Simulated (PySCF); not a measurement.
Zn(F)(SeH) (FHSeZn), SMILES [F][Zn][SeH]. Atoms are numbered in the order given.

```xyz
4

Zn    -0.0008     0.8649     0.0000
F      0.0034     2.6258     0.0000
Se    -0.0423    -1.4152     0.0000
H      1.4307    -1.4632     0.0000
```

The structure is a stationary point at B3LYP-D3(BJ)/def2-TZVP. The values are those of a single conformer.

Computed with B3LYP-D3(BJ)/def2-TZVP (PySCF 2.14.0).

Frequencies are harmonic and unscaled.

Task: Give all harmonic wavenumbers and intensities. (Estimate from the structure and the level; the computed values follow.)

Result: 
```csv
mode,ν (cm⁻¹),IR (km/mol),moving atoms (share of kinetic energy)
1,114,18.2,"F 49 %, Zn 43 %"
2,120,15.5,"F 49 %, Zn 44 %"
3,272,0.9,"Se 50 %, Zn 33 %, F 16 %"
4,600,0.3,H 97 %
5,659,94.7,"F 72 %, Zn 27 %"
6,2392,6.0,H 99 %
```
